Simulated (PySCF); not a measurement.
# Adding and removing an electron: InBr

r²SCAN; basis In def2-TZVPPD with ECP28, Br def2-TZVPPD; scalar-relativistic core potentials; PySCF 2.14. Neutral (UKS): singlet (closed shell), Re = 2.563 Å, ωe = 219 cm⁻¹, De = 4.29 eV, HOMO -6.47 eV, LUMO -2.36 eV.

InBr⁺ (UKS): doublet (σ ↑), Re = 2.442 Å, ωe = 233 cm⁻¹, De = 0.78 eV to In⁺ + Br. The energies at the minima are -2764.43208 hartree for InBr and -2764.09330 for InBr⁺.

(1) Work out the adiabatic ionisation energy, without and with harmonic zero-point energies (1 hartree = 27.2114 eV, 1 eV = 8065.5 cm⁻¹), and the change of the bond length.

InBr⁻ (UKS): doublet (π ↑), Re = 2.759 Å, ωe = 149 cm⁻¹, De = 1.29 eV to In + Br⁻. The energies at the minima are -2764.43208 hartree for InBr and -2764.45114 for InBr⁻.

(2) Work out the adiabatic electron affinity, without and with harmonic zero-point energies (1 hartree = 27.2114 eV, 1 eV = 8065.5 cm⁻¹), and the change of the bond length.

These are scalar-relativistic numbers at best; spin–orbit coupling would shift them, the dissociation energy most. For an ion De counts to the pair picked by the measured ionisation energies or electron affinities, which need not be the lowest pair at this level. The highest Kohn–Sham level is positive in this anion. Much of that is self-interaction error, but it also means that the finite basis helps to hold the extra electron. States were picked by a PBE0 search and need not be the measured ground states.

Answers

(1) At r²SCAN: 0.33878 hartree = 9.219 eV between the minima; the zero-point term (233.0 − 219.0)/2 cm⁻¹ = +0.001 eV makes it 9.220 eV. Re changes by -12.1 pm against the neutral. Minus the HOMO energy is 6.47 eV, -2.75 eV from the value between the minima; self-interaction puts the Kohn–Sham level too high, less so with exact exchange. The electron leaves a σ orbital; in so polar a molecule the change of length follows mostly from the change of the ionic charges.

(2) At r²SCAN: 0.01906 hartree = 0.519 eV between the minima; the zero-point term (219.0 − 149.0)/2 cm⁻¹ = +0.004 eV makes it 0.523 eV. Re changes by +19.6 pm against the neutral. The electron enters a π orbital; in so polar a molecule the change of length follows mostly from the change of the ionic charges.
